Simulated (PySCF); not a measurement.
A structure optimised at B3LYP-D3(BJ)/def2-SVP, used in a PySCF frequency run:

```
C
H 1 1.0948
C 1 1.5118 2 112.88
H 3 1.0991 1 110.58 2 179.02
H 3 1.1001 4 108.98 1 121.08
H 3 1.1012 4 108.78 5 118.83
Cl 1 1.7934 2 106.55 3 -122.22
Br 1 1.9726 2 104.54 3 120.40
```
Charge 0, spin multiplicity 1.

Problem. Write its SMILES and formula.

Solution. C[C@@H](Cl)Br, C2H4BrCl

Problem. What are its rotational constants (standard atomic weights)?

Solution. 5.9612, 1.9346, 1.5215 GHz
